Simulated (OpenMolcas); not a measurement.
Mn4+ (d3) in a complex was computed by CASSCF with the d shell active (OpenMolcas, ANO-RCC-VDZP on the metal). Its lowest spin-free states, and all those of the highest spin:

```json
{"2S+1": "4", "Degeneracy": "3", "E (cm-1)": "0.0"}
{"2S+1": "4", "Degeneracy": "3", "E (cm-1)": "9087"}
{"2S+1": "2", "Degeneracy": "2", "E (cm-1)": "11783"}
{"2S+1": "2", "Degeneracy": "3", "E (cm-1)": "14664"}
{"2S+1": "2", "Degeneracy": "3", "E (cm-1)": "17059"}
{"2S+1": "2", "Degeneracy": "1", "E (cm-1)": "19793"}
{"2S+1": "4", "Degeneracy": "3", "E (cm-1)": "20197"}
{"2S+1": "2", "Degeneracy": "3", "E (cm-1)": "20272"}
{"2S+1": "4", "Degeneracy": "1", "E (cm-1)": "21363"}
{"2S+1": "2", "Degeneracy": "2", "E (cm-1)": "24202"}
{"2S+1": "2", "Degeneracy": "3", "E (cm-1)": "24320"}
{"2S+1": "2", "Degeneracy": "3", "E (cm-1)": "24327"}
```

Question: Is the site octahedral, tetrahedral or cube-like, axial, or of lower symmetry?

Answer: The states with 2S+1 = 4 have orbital degeneracies 3, 3, 3, 1. Threefold states need a cubic site. For d3 at this spin an octahedron puts the single A2 below the threefold T2 and a tetrahedron or cube puts the threefold T1 below the threefold T2, so the site is a tetrahedron or a cube, which this pattern cannot tell apart. The run had Mn4+ with 4 ligands (bromide) in tetrahedral coordination (Td) at 2.22 Å. Ligand basis ANO-RCC-VDZP.

An orbital triplet at a regular site is open to Jahn-Teller coupling, which can distort the site and quench the lowest spin-orbit gaps and is left out. Without dynamic correlation the repulsion within the d shell is too large (B by tens of per cent), so at a given field states of lower spin stand too high. The least metal-like active orbital is 71 % on the metal (Löwdin) and no ligand orbital is active, so the numbers are rough. Ligand-to-metal charge-transfer states are missing. This ion would oxidise such ligands; the complex is a model and need not exist. With no ligand orbital active B as a rule stays too high, so bands that hang on it stand too high and its fall with covalency is understated. With metal d orbitals alone and no dynamic correlation the field as a rule comes out too small, by tens of per cent, by up to half for chloride and softer ligands. The distance lies 3 % under the 2.3 Å that this model takes as the normal distance (a Shannon-type radius plus a fixed donor radius); by an R⁻⁵ law this alone changes a d-shell field by about +19 %. No measured value stands beside these numbers; the geometry is a model, was not optimised and need not be the one that this ion takes.
